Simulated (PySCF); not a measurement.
AlCl, SMILES [Cl][Al] (connectivity only; charge and spin as stated), neutral, multiplicity 1. Geometry: PBE0-D3(BJ)/def2-TZVPD.

Calculation: PBE0-D3(BJ)/def2-TZVPD run with PySCF.

Harmonic wavenumbers (cm⁻¹): 470. Rotational constants (GHz): 7.156 (linear); symmetry number 1.

**Question.** Work out the zero-point energy and the ideal-gas rigid-rotor harmonic-oscillator thermochemistry at 298.15 K and 1 atm.

**Answer.** ZPE = ½ Σ hcν = ½ × 470 cm⁻¹ = 0.67 kcal/mol. H − E(el) = 2.90 kcal/mol. Entropy in cal/(mol K): translation 38.31, rotation 15.43, vibration 0.74, total 54.48. G − E(el) = -13.34 kcal/mol. Cp = 8.27 cal/(mol K).
